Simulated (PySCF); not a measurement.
**How methods differ on the excitation energy of Ir**

Ir [Xe] 4f14 5d7 6s2 (4F) → Ir [Xe] 4f14 5d8 6s1 (4F), as a difference of total energies. All numbers are calculated (PySCF 2.14, scalar relativity through the core potential, in aug-cc-pVTZ-PP with one added diffuse shell each of s, p, d, f, g type with ECP60MDF (7s7p6d4f3g, 113 functions)). Correlated levels: valence: 5s2 5p6 frozen. The calculations carry no spin-orbit coupling.

```
           method  excitation energy (cm⁻¹)  error (cm⁻¹)
              UHF                    1963.4          +852
              LDA                    68.047         -1044
              PBE                   -659.01         -1771
             PBE0                   -682.74         -1794
           r2SCAN                    309.49          -802
           B2PLYP                    682.65          -429
           M06-2X                   -175.65         -1287
          LC-wPBE                   -1511.2         -2623
    MP2 (valence)                    287.96          -824
SCS-MP2 (valence)                    853.33          -258
```

Reference: 1111.6 cm⁻¹ (measured; NIST levels, between the centres of gravity of the two terms).

Errors of the correlated levels include the incompleteness of this basis and the frozen core.
